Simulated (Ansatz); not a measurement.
Strength of the Ga–H bond: C2H7GaO2 → C2H6GaO2 + H

Species: C2H7GaO2 `C[O][GaH][O]C`, singlet; C2H6GaO2 `C[O][Ga][O]C`, doublet; H atom, doublet. 

Shapes, held fixed at every level: PBE0-D4/def2-TZVP. Flexible molecules stand in one conformer, not always the lowest. Programs: Ansatz 0.2.0. The zero-point and thermal change to 298 K, harmonic and unscaled (PBE0-D4/def2-TZVP), is -14.6 kJ/mol.

```csv
level,kind,ΔH(298 K) (kJ/mol),less CCSD(T)/def2-TZVPP
HF/def2-SVP,Hartree–Fock,+262.3,-81.0
HF/def2-TZVPP,Hartree–Fock,+260.2,-83.1
PBE-D4/def2-TZVPP,GGA,+316.9,-26.4
r2SCAN-D4/def2-TZVPP,meta-GGA,+326.4,-16.9
B3LYP-D4/def2-TZVPP,global hybrid,+332.8,-10.5
wB97M-V/def2-TZVPP,range-separated hybrid,+340.8,-2.5
B2PLYP/def2-TZVPP,double hybrid,+333.7,-9.6
CCSD(T)/def2-TZVPP,coupled cluster or CI,+343.3,0.0
```

The highest level, CCSD(T)/def2-TZVPP, gives ΔH(298 K) = +343.3 kJ/mol; the levels span +260.2 to +343.3. The column of differences is taken from that level and isn't an error. Hartree–Fock misses the correlation of the pair that is broken and comes out low. No measured value is set beside it here. Open shells run unrestricted. Relativity is left out for Ga. Outer-core shells of Ga are correlated, in sets that cover them unevenly.
